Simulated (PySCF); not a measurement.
Computed with delta-SCF UKS SCAN, pcX-2 on the ionised atom, pcseg-1 elsewhere, spin-free X2C (PySCF). Geometries: PBE0-D3(BJ)/def2-SVP; isolated species, one conformer each. Values against the vacuum level.

Question: Order these sites by rising C 1s binding energy.
A. C2 in `[O:1]=[CH:2][CH2:3][B:4]([F:5])[F:6]`
B. C4 in `[CH2:1]=[CH:2][C:3]1=[CH:4][GeH2:5][CH:6]=[CH:7]1`
C. C5 in `[Cl:1][B:2]([Cl:3])[c:4]1[cH:5][cH:6][cH:7][o:8]1`
D. C4 in `[CH2:1]=[CH:2][O:3][C:4](=[O:5])[CH:6]=[CH2:7]`
E. Carbon in `[SiH3]C([SiH3])[SiH3]`

Answer: B (289.27 eV), E (289.79 eV), C (290.95 eV), A (294.17 eV), D (294.43 eV).

From the lowest up, the atoms are bonded to: C (double bond), H and Ge (289.27); H and 3 Si (289.79); 2 C (aromatic in the SMILES) and H (290.95); O (double bond), C and H (294.17); O (double bond), O and C (294.43).

Question: Rank by computed O 1s binding energy, lowest first.
A. O5 in `[CH2:1]=[CH:2][O:3][C:4](=[O:5])[CH:6]=[CH2:7]`
B. Oxygen in `O=CCB(F)F`
C. Oxygen in `ClB(Cl)c1ccco1`

Answer: A (537.55 eV), B (538.51 eV), C (540.36 eV).

The highest is bonded to 2 C (aromatic in the SMILES), the lowest to C (double bond); the range is 2.81 eV.
